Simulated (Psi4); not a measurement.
Here is a job for Psi4.
```
memory 2 GB

molecule {
0 1
Si    1.84432290    0.77860164   -0.04110347
Si    0.16379903   -0.81201995   -0.09423711
Si   -1.99809478   -0.01629041    0.12957175
H     3.19879625    0.23212408   -0.15194079
H     1.70376913    1.74795172   -1.13153874
H     1.81506555    1.55112694    1.20427504
H     0.41933807   -1.82522230    0.94502319
H     0.26959099   -1.59008582   -1.34137895
H    -2.32206127    0.96226193   -0.91258946
H    -2.19093967    0.66715543    1.41181846
H    -3.03393905   -1.04938986    0.05709489
}

set {
  basis sto-3g
  freeze_core true
}

energy('mp2')
print_variables()
```

Problem. What does this run give for the number of basis functions, total energy, nuclear repulsion energy, MP2 correlation energy?

Solution. 
The number of basis functions is 35. The total energy is -1723.214787 Ry and the nuclear repulsion energy comes out as 193.8314 Eh. The MP2 correlation energy is -0.1181 Eh.
